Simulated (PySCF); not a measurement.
Level of theory: B3LYP-D3(BJ)/def2-TZVP // B3LYP-D3(BJ)/def2-SVP run with PySCF. Gas-phase values, no solvent. One relaxed conformer stands for a flexible species; it need not be the lowest. B3LYP has the VWN-RPA correlation part, as in Gaussian. 

Reference species (SMILES): `C([Si](I)(CC)I)C` (C–C–Si–I torsion -59°, I–Si–C–C torsion 59°) (neutral, multiplicity 1).

```yaml
HOMO–LUMO gap: 5.89 eV
HOMO: -7.10 eV
LUMO: -1.21 eV
```

After one change: the HOMO–LUMO gap decreases by 1.49 eV; the HOMO falls by 0.36 eV; the LUMO falls by 1.85 eV.

Question: What was changed between the two runs? The new species is one of these.
(A) `CC[Si](I)(I)I` (C–C–Si–I torsion 180°)
(B) `CC[Si](I)(CC)CC`
(C) `I[Si](I)(I)I`

Answer: C, `I[Si](I)(I)I`
